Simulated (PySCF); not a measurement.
CH₄S₂Se.

```xyz
8

Se     0.0351     0.1172     0.8481
S      0.3960     2.0095    -0.3083
H      1.7601     2.0077    -0.2206
S      0.2446    -1.5318    -0.6113
C     -1.3633    -1.5110    -1.4809
H     -2.2031    -1.6755    -0.7795
H     -1.3266    -2.3397    -2.2169
H     -1.4918    -0.5526    -2.0200
```

The structure is a stationary point at PBE-D3(BJ)/def2-SVP. This is a generated structure with no PubChem entry under its InChIKey; it may be hypothetical. One conformer was computed; it need not be the lowest.

Calculation: PBE/pcSseg-1 in PySCF. Non-relativistic, no solvent.

Question: Give the absolute GIAO shielding of each atom: isotropic value and principal components (ppm). (Estimate from the structure and the level; the computed values follow.)

Answer: 
```csv
atom,σ(iso),σ11,σ22,σ33,span
Se1,670.6,-30.0,922.8,1119.1,1149.2
S2,445.0,170.3,492.9,671.8,501.5
H3,27.1,19.6,25.1,36.7,17.0
S4,330.0,121.3,286.8,581.8,460.5
C5,149.9,123.7,147.5,178.6,54.9
H6,28.5,24.3,26.5,34.8,10.5
H7,28.8,23.8,25.5,37.0,13.3
H8,28.3,23.6,27.7,33.6,10.0
```
